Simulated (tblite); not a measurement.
C₄H₁₀BO₂P.
Bonds: C1–C2 (double), C2–C3, C3–C4, C4–O5, O5–B6, B6–O7, B6–P8. Hydrogens: H9, H10 on C1; H11 on C2; H12, H13 on C3; H14, H15 on C4; H16 on O7; H17, H18 on P8.

Computed with GFN2-xTB (tblite), gas phase: L-BFGS steps from a force-field or distance-geometry start until the largest atomic force falls under 0.01 eV/Å.

Step 138: E = -696.2928 eV
```
atom  x, y, z in Å  |  force x, y, z in eV/Å
C1      2.8525    0.8642   -0.6393    0.002  -0.003   0.015
C2      2.6027   -0.4130   -0.4208   -0.003   0.009  -0.018
C3      1.2587   -1.0421   -0.2307    0.003  -0.008   0.009
C4      0.0790   -0.0912   -0.3927   -0.012  -0.011   0.006
O5     -1.1168   -0.8047   -0.1504    0.028  -0.036   0.013
B6     -2.3055   -0.2176    0.0898   -0.006   0.008  -0.007
O7     -3.3629   -0.9968    0.3865   -0.014   0.011   0.001
P8     -2.6075    1.6905    0.1267   -0.018  -0.007  -0.031
H9      2.0761    1.6055   -0.7035   -0.007   0.018  -0.012
H10     3.8593    1.2254   -0.7560    0.026  -0.001  -0.013
H11     3.4236   -1.1168   -0.3630    0.009  -0.003   0.010
H12     1.2122   -1.4830    0.7692    0.010  -0.011   0.030
H13     1.1444   -1.8652   -0.9417   -0.001   0.000  -0.013
H14     0.0572    0.3177   -1.4101   -0.014   0.005  -0.032
H15     0.1530    0.7436    0.3152   -0.003   0.030   0.014
H16    -3.1811   -1.9376    0.4304   -0.016  -0.008  -0.016
H17    -3.9439    1.6048   -0.2050    0.030   0.014   0.010
H18    -2.2098    1.9227   -1.1810   -0.015  -0.005   0.034
```

Step 139: E = -696.2930 eV
```
atom  x, y, z in Å  |  force x, y, z in eV/Å
C1      2.8525    0.8634   -0.6389    0.007   0.022   0.011
C2      2.6032   -0.4129   -0.4174   -0.002  -0.021  -0.017
C3      1.2585   -1.0422   -0.2303    0.003  -0.006   0.009
C4      0.0789   -0.0913   -0.3984    0.004  -0.008   0.004
O5     -1.1160   -0.8053   -0.1553   -0.013  -0.019   0.016
B6     -2.3047   -0.2175    0.0885    0.007  -0.009  -0.005
O7     -3.3618   -0.9967    0.3867    0.001  -0.005  -0.002
P8     -2.6065    1.6903    0.1312   -0.018  -0.007  -0.034
H9      2.0752    1.6036   -0.7080    0.003   0.014  -0.011
H10     3.8597    1.2251   -0.7533    0.018  -0.002  -0.013
H11     3.4247   -1.1163   -0.3558   -0.003   0.005   0.013
H12     1.2086   -1.4807    0.7709    0.010  -0.005   0.016
H13     1.1470   -1.8675   -0.9400   -0.002   0.012  -0.004
H14     0.0585    0.3143   -1.4178   -0.013  -0.004  -0.012
H15     0.1512    0.7464    0.3071   -0.002   0.016   0.001
H16    -3.1794   -1.9378    0.4285   -0.022   0.007  -0.017
H17    -3.9440    1.6065   -0.1965    0.032   0.011   0.014
H18    -2.2142    1.9249   -1.1775   -0.010  -0.002   0.031
```

Step 140: E = -696.2932 eV
```
atom  x, y, z in Å  |  force x, y, z in eV/Å
C1      2.8522    0.8628   -0.6411    0.009   0.030   0.003
C2      2.6035   -0.4131   -0.4170    0.000  -0.034  -0.012
C3      1.2589   -1.0423   -0.2282    0.005  -0.002   0.007
C4      0.0795   -0.0908   -0.3960    0.013  -0.006   0.003
O5     -1.1146   -0.8063   -0.1547   -0.037  -0.001   0.016
B6     -2.3041   -0.2177    0.0864    0.012  -0.022  -0.001
O7     -3.3618   -0.9966    0.3830    0.005  -0.019  -0.005
P8     -2.6058    1.6898    0.1312   -0.013  -0.002  -0.028
H9      2.0741    1.6023   -0.7121    0.010   0.012  -0.008
H10     3.8593    1.2244   -0.7574    0.011  -0.001  -0.010
H11     3.4256   -1.1161   -0.3543   -0.009   0.009   0.013
H12     1.2092   -1.4806    0.7734    0.012   0.000   0.006
H13     1.1465   -1.8677   -0.9379   -0.001   0.017   0.002
H14     0.0591    0.3168   -1.4151   -0.010  -0.011   0.000
H15     0.1510    0.7461    0.3113   -0.002   0.006  -0.008
H16    -3.1793   -1.9380    0.4232   -0.026   0.017  -0.015
H17    -3.9440    1.6080   -0.1929    0.025   0.007   0.015
H18    -2.2180    1.9256   -1.1780   -0.004   0.000   0.023
```

Step 141: E = -696.2934 eV
```
atom  x, y, z in Å  |  force x, y, z in eV/Å
C1      2.8502    0.8624   -0.6462    0.010   0.025  -0.006
C2      2.6033   -0.4130   -0.4165    0.004  -0.030  -0.005
C3      1.2594   -1.0425   -0.2245    0.006   0.003   0.002
C4      0.0799   -0.0906   -0.3909    0.016  -0.003   0.002
O5     -1.1136   -0.8083   -0.1534   -0.047   0.019   0.016
B6     -2.3037   -0.2188    0.0842    0.013  -0.030   0.002
O7     -3.3624   -0.9977    0.3767    0.002  -0.030  -0.008
P8     -2.6044    1.6884    0.1327   -0.004   0.005  -0.017
H9      2.0708    1.6005   -0.7216    0.021   0.007  -0.004
H10     3.8573    1.2232   -0.7663    0.004   0.005  -0.006
H11     3.4267   -1.1143   -0.3505   -0.015   0.011   0.011
H12     1.2106   -1.4804    0.7776    0.014   0.002  -0.005
H13     1.1458   -1.8677   -0.9345   -0.002   0.018   0.008
H14     0.0593    0.3210   -1.4089   -0.004  -0.019   0.012
H15     0.1505    0.7444    0.3195   -0.005  -0.006  -0.017
H16    -3.1797   -1.9393    0.4134   -0.029   0.023  -0.012
H17    -3.9422    1.6107   -0.1920    0.016   0.001   0.014
H18    -2.2165    1.9284   -1.1751    0.001   0.000   0.013
```

Problem. Estimate the geometry and energy of step 142. (The exact step hangs on the optimiser's Hessian estimate; all steps are aligned on step 141, rigid shifts and turns removed.)

Solution. E = -696.2937 eV, largest force 0.048 eV/Å
```
atom  x, y, z in Å  |  force x, y, z in eV/Å
C1      2.8473    0.8625   -0.6517    0.012   0.010  -0.013
C2      2.6026   -0.4123   -0.4150    0.005  -0.011  -0.001
C3      1.2596   -1.0427   -0.2210    0.004   0.008  -0.002
C4      0.0797   -0.0913   -0.3880    0.012  -0.002   0.002
O5     -1.1138   -0.8105   -0.1536   -0.035   0.030   0.014
B6     -2.3036   -0.2204    0.0828    0.005  -0.026   0.004
O7     -3.3633   -0.9994    0.3713   -0.005  -0.024  -0.011
P8     -2.6023    1.6870    0.1369    0.003   0.008  -0.008
H9      2.0666    1.5988   -0.7334    0.030   0.003  -0.001
H10     3.8546    1.2223   -0.7741   -0.003   0.014  -0.004
H11     3.4279   -1.1108   -0.3434   -0.017   0.006   0.010
H12     1.2113   -1.4795    0.7817    0.014   0.002  -0.013
H13     1.1466   -1.8680   -0.9310   -0.005   0.014   0.012
H14     0.0591    0.3225   -1.4054    0.002  -0.027   0.020
H15     0.1490    0.7427    0.3242   -0.007  -0.013  -0.022
H16    -3.1809   -1.9411    0.4034   -0.030   0.014  -0.008
H17    -3.9390    1.6144   -0.1917    0.009  -0.004   0.012
H18    -2.2104    1.9323   -1.1684    0.003  -0.001   0.008
```

The energy changes by -0.0002 eV. The first-order estimate −F·Δx gives -0.0003 eV and the mean of the old and new forces, exact on a quadratic surface, -0.0002 eV. The step makes an angle of 84° with the force vector and moves no atom by more than 0.013 Å.

The cost below is that of the whole relaxation. The run took 1.7 s of wall time on one thread, Arm Neoverse V1 (aarch64) (shared host).
